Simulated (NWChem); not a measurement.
System meant: C₄H₄O₂; SMILES O=C1CC=CO1

Here is an NWChem input.

```
start job
memory heap 200 mb stack 700 mb global 900 mb
geometry units angstroms noautosym nocenter noautoz
  O      0.018749     2.035432     0.000000
  C     -0.018638     0.834563     0.000000
  C     -1.209343    -0.126781     0.000000
  C     -0.557292    -1.476658     0.000000
  C      0.774765    -1.275673     0.000000
  O      1.146823     0.056338     0.000000
  H     -1.845140     0.078814    -0.888447
  H     -1.845140     0.078814     0.888447
  H     -1.064378    -2.448051     0.000000
  H      1.612843    -1.983576     0.000000
end
basis spherical
  O library def2-svp
  C library def2-svp
  H library def2-svp
end
dft
  xc xtpss03 ctpss03
  iterations 150
end
property
  shielding 9 1 2 3 4 5 6 7 9 10
end
task dft property
```

End of the output:

```
 Vector   25  Occ=0.000000D+00  E= 4.954123D-02
              MO Center= -1.5D+00, -4.3D-01,  1.1D-09, r^2= 5.6D+00
   Bfn.  Coefficient  Atom+Function         Bfn.  Coefficient  Atom+Function
  ----- ------------  ---------------      ----- ------------  ---------------
    31      2.381282   3 C  s                86     -1.220147   7 H  s
    91     -1.220147   8 H  s                96     -0.790538   9 H  s
    17     -0.695553   2 C  s                50     -0.503609   4 C  py
   101     -0.376711  10 H  s                73      0.370335   6 O  s
    35     -0.292919   3 C  px               64     -0.267754   5 C  py

 center of mass
 --------------
 x =   0.07536140 y =   0.10381078 z =   0.00000000

 moments of inertia (a.u.)
 ------------------
         471.086836151977          -0.845088411600           0.000000000000
          -0.845088411600         220.012000416786           0.000000000000
           0.000000000000           0.000000000000         679.735500775000

     Multipole analysis of the density
     ---------------------------------

     L   x y z        total         alpha         beta         nuclear
     -   - - -        -----         -----         ----         -------
     0   0 0 0     -0.000000    -22.000000    -22.000000     44.000000

     1   1 0 0     -0.564207     -0.395216     -0.395216      0.226225
     1   0 1 0     -1.277635     -0.821050     -0.821050      0.364466
     1   0 0 1     -0.000000     -0.000000     -0.000000      0.000000

     2   2 0 0    -23.704928    -74.899320    -74.899320    126.093712
     2   1 1 0     -1.307789     -0.246589     -0.246589     -0.814611
     2   1 0 1     -0.000000     -0.000000     -0.000000      0.000000
     2   0 2 0    -27.826822   -139.314522   -139.314522    250.802223
     2   0 1 1     -0.000000     -0.000000     -0.000000      0.000000
     2   0 0 2    -25.140860    -15.389207    -15.389207      5.637554

          -----------------------------------------
          Chemical Shielding Tensors (GIAO, in ppm)
          -----------------------------------------

 ------------------------------------------------------------------------
  xtpss03: d2 not coded                    0
 ------------------------------------------------------------------------
 ------------------------------------------------------------------------
  current input line :
    27: task dft property
 ------------------------------------------------------------------------
 ------------------------------------------------------------------------
 This error has not yet been assigned to a category
 ------------------------------------------------------------------------
 For more information see the NWChem manual at https://nwchemgit.github.io

0: xtpss03: d2 not coded:Received an Error in Communication
```

Problem. Find the fault in this run and fix the input.

Solution. The run crashed. Cause: this functional's second derivatives, which shieldings need, aren't coded here; the fix takes a hybrid GGA instead. This input runs:
```
start job
memory heap 200 mb stack 700 mb global 900 mb
geometry units angstroms noautosym nocenter noautoz
  O      0.018749     2.035432     0.000000
  C     -0.018638     0.834563     0.000000
  C     -1.209343    -0.126781     0.000000
  C     -0.557292    -1.476658     0.000000
  C      0.774765    -1.275673     0.000000
  O      1.146823     0.056338     0.000000
  H     -1.845140     0.078814    -0.888447
  H     -1.845140     0.078814     0.888447
  H     -1.064378    -2.448051     0.000000
  H      1.612843    -1.983576     0.000000
end
basis spherical
  * library def2-svp
end
dft
  xc pbe0
  iterations 150
end
property
  shielding 9 1 2 3 4 5 6 7 9 10
end
task dft property
```
It converges to -304.69852 Ha (PBE0/def2-SVP, GIAO).
